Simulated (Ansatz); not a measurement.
C2H8AlN (`[CH3][Al]([CH3])[NH2]`) at its PBE0-D4/def2-TZVP geometry, where that method's forces vanish. Total charge 0; spin multiplicity 1.

```xyz
12

C     0.8935   -1.6062   -0.3894
Al    0.0845    0.1419   -0.0626
C    -1.5588    0.3945    0.9645
N     0.8751    1.5774   -0.7425
H     1.7706   -1.5517   -1.0395
H     1.2083   -2.0749    0.5491
H     0.1795   -2.2947   -0.8531
H    -2.4398    0.2613    0.3271
H    -1.6282    1.3947    1.4008
H    -1.6483   -0.3320    1.7774
H     0.5508    2.5243   -0.6302
H     1.7127    1.5654   -1.3016
```

Question: What forces (eV/Å) does B3LYP-D4/def2-TZVPP give on these atoms in Ansatz 0.2.0? (Estimate.)

Answer: Ansatz gave: 
```
C1   0.031 -0.067 -0.014
Al2 -0.005 -0.014  0.010
C3  -0.063  0.010  0.038
N4   0.002  0.004  0.000
H5  -0.036 -0.016  0.027
H6  -0.009  0.011 -0.044
H7   0.037  0.020  0.016
H8   0.025  0.004  0.032
H9  -0.010 -0.041 -0.014
H10 -0.004  0.035 -0.026
H11  0.019  0.025 -0.014
H12  0.012  0.029 -0.012
```

B3LYP here is the variant with VWN-RPA as its local correlation; programs differ in this.
